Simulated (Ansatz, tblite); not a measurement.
Cost and result up the ladder for the cluster In₅P₅ (10 atoms). Total charge 0; singlet. Geometry: PBE-D4/def2-SVP.

```xyz
10

In   -1.806   -2.688    1.991
In    2.763   -0.799    1.126
In   -2.365   -0.445   -0.300
In   -1.196    3.139   -0.298
In    1.071   -1.234   -2.508
P     0.960    1.580    1.120
P     1.197    1.556   -1.075
P    -0.143   -0.235    1.707
P    -0.700    0.890   -1.947
P     0.217   -1.763    0.184
```

Ansatz on 4 threads of Arm Neoverse V2 on a shared host; xTB runs through tblite on one thread. Times are rough, summed over both states, and most runs start from the orbitals of an earlier one. No level here is sound enough to serve as a yardstick. The other state is a triplet.

In the def2 sets In takes a core potential; there is no spin–orbit coupling. The xTB rows come from tblite. The structure comes from a short search, and lower isomers may exist.

xTB has no spin-polarisation term.

```csv
level,functions,vertical triplet (eV),remarks
PBE-D4/def2-SVP,220,1.19,–
PBE0-D4/def2-SVP,220,1.19,restricted SCF unstable in HF (singlet)
GFN2-xTB,90,0.90,–
GFN1-xTB,90,1.16,–
```

(1) Estimate how long each takes.

Results:

(1) GFN2-xTB 0.044 s; GFN1-xTB 0.046 s; PBE-D4/def2-SVP 25 s; PBE0-D4/def2-SVP 64 s. On shared hardware such times vary by a factor of up to 3.
